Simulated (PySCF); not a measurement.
Bonding in `C=CC/C([SiH3])=C/[SiH3]`

Species: C5H12Si2.
SMILES with atom numbers: `[CH2:1]=[CH:2][CH2:3]/[C:4]([SiH3:5])=[CH:6]/[SiH3:7]` (hydrogens: H8, H9 on C1; H10 on C2; H11, H12 on C3; H13, H14, H15 on Si5; H16 on C6; H17, H18, H19 on Si7)

Structure used (GFN2-xTB), in Å, numbered top down from 1:
```xyz
19
C5H12Si2 angstrom
C     -2.673    1.627   -0.099
C     -2.119    0.441    0.071
C     -1.195   -0.210   -0.910
C      0.169   -0.385   -0.283
Si     0.288   -1.643    1.123
C      1.198    0.353   -0.705
Si     2.961    0.330   -0.060
H     -3.322    2.067    0.639
H     -2.505    2.209   -0.991
H     -2.296   -0.123    0.978
H     -1.128    0.397   -1.816
H     -1.594   -1.193   -1.179
H     -0.854   -2.560    1.020
H      1.530   -2.410    1.012
H      0.231   -0.955    2.417
H      1.009    1.055   -1.516
H      3.665   -0.866   -0.535
H      2.983    0.355    1.405
H      3.642    1.520   -0.581
```

Bond orders from the PBE0/pcSseg-1 density (PySCF). Geometry: GFN2-xTB, one conformer, isolated molecule.

Q: How far do the computed orders between heavy atoms stray from the drawn ones?

A: The largest departure is 0.150, at C4–Si5 (drawn single, 0.850). Drawn single, order below 0.88: C4–Si5 (0.850).

Q: Set the Mayer orders of the bonds beside their lengths.

A: 
```
   bond  drawn as  length (Å)  Mayer order
  C1–C2    double       1.319        2.004
  C2–C3    single       1.497        1.007
  C3–C4    single       1.512        1.009
 C4–Si5    single       1.891        0.850
  C4–C6    double       1.334        1.914
 C6–Si7    single       1.878        0.909
  C1–H8    single       1.077        0.953
  C1–H9    single       1.078        0.955
 C2–H10    single       1.083        0.941
 C3–H11    single       1.093        0.956
 C3–H12    single       1.095        0.928
Si5–H13    single       1.468        0.948
Si5–H14    single       1.463        0.943
Si5–H15    single       1.466        0.946
 C6–H16    single       1.089        0.926
Si7–H17    single       1.467        0.940
Si7–H18    single       1.465        0.936
Si7–H19    single       1.467        0.947
```

Bonds between the same two heavy elements. C–C: lowest C2–C3 and C3–C4 (1.007, 1.497 Å), highest C1–C2 (2.004, 1.319 Å). C–Si: lowest C4–Si5 (0.850, 1.891 Å), highest C6–Si7 (0.909, 1.878 Å). Bonds named together lie within 0.004.

Q: Sum the orders of all bonds at each heavy atom with more than one neighbour and set the sums beside the valence in the SMILES.

A: C1 3.912 (drawn 4), C2 3.952 (drawn 4), C3 3.900 (drawn 4), C4 3.773 (drawn 4), Si5 3.687 (drawn 4), C6 3.749 (drawn 4), Si7 3.732 (drawn 4). Orders between atoms that aren't bonded are not in these sums.

The Mayer order sums products of elements of PS (density times overlap matrix) between the two atoms' basis functions, so it depends on the basis set.
